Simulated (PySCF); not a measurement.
## State search for HgCl

Unrestricted PBE0; Hg cc-pVDZ-PP with ECP60, Cl cc-pV(D+d)Z; scalar-relativistic core potentials (PySCF 2.14). Outer shells of the fragments: Hg 5d10 6s2; Cl 3s2 3p5.

Followed along the bond (rough minima from three points):

```json
{"2Ms+1": "2", "unpaired": "σ ↑", "⟨S²⟩ at the start": "0.76", "R at minimum (Å)": "2.42", "Te (eV)": "0.00"}
{"2Ms+1": "4", "unpaired": "σ ↑, π ↑↑", "⟨S²⟩ at the start": "3.76", "R at minimum (Å)": "none in the scan", "Te (eV)": "≤ 6.05"}
```

Solutions found at the starting distance of 2.345 Å, counted from the lowest of them; the search is not exhaustive and high or unbound solutions are not listed, so other states can lie among these:

```tsv
2Ms+1	unpaired	term	E (eV)	⟨S²⟩	⟨Lz²⟩	μ (D)
2	σ ↑	²Σ⁺	0.00	0.76	0.00	-2.61
2	π ↑	²Π	2.63	0.75	1.01	2.41
2	π ↑	²Π	4.70	0.78	1.00	-2.26
4	σ ↑, π ↑↑	mixed	6.33	3.76	2.01	2.84
4	σ ↑, π ↑↑	mixed	6.47	3.76	2.01	2.92
4	σ ↑↑, π ↑	⁴Π	7.18	3.76	1.03	0.91
4	σ ↑↑, π ↑	⁴Π	7.81	3.75	1.01	3.54
4	σ ↑↑↑	⁴Σ⁺	8.96	3.75	0.00	1.60
```

A term symbol is given only where ⟨S²⟩ and ⟨Lz²⟩ are close to those of a pure state; real π, δ and φ orbitals otherwise mix terms. A positive dipole means Hg(−)Cl(+).

Spin–orbit coupling is left out. Counting both spins, an empty level lies below a filled one in some of these solutions, because spin and occupation are held.
